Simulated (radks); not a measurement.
Question: Pd3+, 43 electrons, occupied as [Kr] 4d7 (the NIST ground configuration). All-electron calculation, scalar-relativistic Kohn-Sham, r2SCAN, spin-polarised, spherical densities, finite nucleus; open shells are filled with parallel spins first (spin-orbit coupling, left out, can overturn this in heavy ions); meta-GGA in the generalised Kohn-Sham scheme; Fermi nuclear charge, rms radius 4.5318 fm. Program: a radial shooting solver on a logarithmic mesh with Libxc functionals. Some entries of the table are withheld. Estimate them.

orbital,occ.,eigenvalue (eV),<1/r> (bohr^-1)
1s down,1,-24255.84,48.23
1s up,1,-24255.83,48.23
2s up,1,-3591.267,10.96
2s down,1,-3590.421,10.96
2p up,3,-3221.194,10.58
2p down,3,-3220.573,10.58
3s up,1,-687.3523,3.841
3s down,1,-687.1479,3.839
3p up,3,-564.7655,3.652
3p down,3,-564.4689,3.651
3d up,5,(1),3.419
3d down,5,(2),3.418
4s up,1,-129.9729,1.454
4s down,1,-126.8711,1.461
4p up,3,-94.5502,1.313
4p down,3,-91.2988,1.318
4d up,5,-43.1832,1.021
4d down,2,-39.9579,1.014

Answer: 
(1) 3d up eigenvalue (eV): -370.6832
(2) 3d down eigenvalue (eV): -370.0461
